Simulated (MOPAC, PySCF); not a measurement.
CH₃NO, SMILES `N[C]O` (lower singlet; N–C–O–H torsion 180°), neutral singlet in the gas phase. This singlet lies 2.56 eV below the relaxed triplet at the level frozen-core CCSD(T)/cc-pVTZ // PBE0-D3(BJ)/def2-TZVP (Ansatz).

Z-matrix (Å, degrees):
```
C
N 1 1.3191
H 2 1.0029 1 118.78
H 2 1.0165 3 118.22 1 180.00
O 1 1.3412 2 107.59 3 -180.00
H 5 0.9595 1 106.77 2 180.00
```
Charge 0, multiplicity 1.

All levels are single points at this geometry (PBE0-D3(BJ)/def2-TZVP); Pople sets use spherical d functions. Orbital energies aren't observables, and empty levels follow the basis.

PBE-D3(BJ)/def2-TZVP in PySCF gives HOMO (eV) = -4.79.

### Question
Estimate the HOMO (eV) from each of these levels: PBE0-D3(BJ)/def2-TZVP in PySCF; B3LYP/3-21G in PySCF; M06-2X/6-31G* in PySCF; AM1 in MOPAC; PM7 in MOPAC.

### Answer

| level | HOMO (eV) |
|---|---|
| PBE0-D3(BJ)/def2-TZVP in PySCF | -6.23 |
| B3LYP/3-21G in PySCF | -4.95 |
| M06-2X/6-31G* in PySCF | -7.02 |
| AM1 in MOPAC | -9.70 |
| PM7 in MOPAC | -9.78 |
